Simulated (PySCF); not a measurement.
Correlation energy of Pm²¹⁺ (promethium, charge +21)

Starting occupation: [Kr] 4d4, 4d3/2 with m_j = -3/2, -1/2, +1/2, +3/2. Calculation: PySCF 2.14, in an uncontracted even-tempered set (18 s from 1.4 bohr⁻², ratio 2.8; 14 p from 1.8 bohr⁻², ratio 2.8; 9 d from 1.8 bohr⁻², ratio 2.8; 4 f from 7.5 bohr⁻², ratio 3); X2C-1e with screened-nucleus spin-orbit coupling, Gaussian nucleus. Frozen: [Ar] 3d10; 12 electrons correlated; the 94 highest virtual spinors left out.

MP2 pair energies summed by pair of shells (mhartree):

```tsv
pair	energy	share (%)
4d-4p	-129.98	36.6
4p-4p	-114.12	32.1
4d-4d	-57.73	16.3
4p-4s	-28.98	8.2
4d-4s	-17.22	4.8
4s-4s	-7.12	2.0
```

Total MP2 correlation energy: -355.16 mhartree.

The GHF reference relaxed away from the jj start to a determinant that is no pure jj level (⟨S²⟩ = 2.80, ⟨J²⟩ = 0.25); the energies belong to that determinant.

At this charge the one-electron X2C treatment keeps the bare 1/r₁₂, with no two-electron picture change or Breit term. The effect here is smaller than on the frozen 1s shell.
